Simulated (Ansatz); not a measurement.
Cost and result up the ladder for Sn(SMe)H3 (CH₆SSn) (9 atoms). Charge 0, multiplicity 1. Geometry: r2SCAN-D4/def2-SVP.

```xyz
9

Sn    0.3231   -1.5477   -0.3815
S    -0.9106    0.4458   -1.0026
C    -0.3671    1.5750    0.3337
H    -0.6608    1.2053    1.3276
H    -0.8767    2.5326    0.1553
H     0.7189    1.7499    0.3081
H     2.0067   -1.2193   -0.4471
H    -0.1239   -2.7475   -1.5119
H    -0.1096   -1.9940    1.2184
```

Ansatz on 4 threads of Intel Xeon Platinum 8259CL on a shared host. Times are rough, and most runs start from the orbitals of an earlier one. ωB97M-V/def2-TZVP serves as the yardstick here, not as an exact answer. Differences are given only for rows in sets of like size (and for xTB, whose basis is part of the method), since another set adds its own error. Binding counts from free atoms at the same level (Sn triplet, S triplet, C triplet, H doublet; other spins of the atoms weren't run), without zero-point energy or a counterpoise term.

In the def2 sets Sn takes a core potential, while STO-3G treats all electrons; there is no spin–orbit coupling. B3LYP takes the VWN-RPA correlation. Correlated methods freeze 10 core orbitals; core or outer-core shells of Sn are correlated, in sets that lack core-valence functions.

Correlated methods converge slowly with the basis.

```csv
level,functions,wall time,binding energy per atom (eV),difference from ωB97M-V/def2-TZVP (eV)
HF/STO-3G,47,0.5 s,3.23,–
PBE-D4/def2-SVP,88,0.95 s,3.06,–
PBE0-D4/def2-SVP,88,1.3 s,3.03,–
BLYP-D4/def2-TZVP,154,1.6 s,3.02,-0.04
BHLYP-D4/def2-TZVP,154,1.7 s,2.99,-0.07
PBE0-D4/def2-TZVP,154,1.8 s,3.04,-0.02
B3LYP-D4/def2-TZVP,154,1.8 s,3.04,-0.02
PBE-D4/def2-TZVP (with forces),154,1.9 s,3.07,0.01
MP2/def2-TZVP,154,2.1 s,2.90,-0.16
r2SCAN-D4/def2-TZVP,154,2.4 s,3.05,-0.01
r2SCANh-D4/def2-TZVP,154,2.4 s,3.04,-0.02
ωB97M-V/def2-TZVP,154,4.8 s,3.06,0.00
CCSD(T)/def2-TZVPP,207,49 s,3.00,-0.06
```
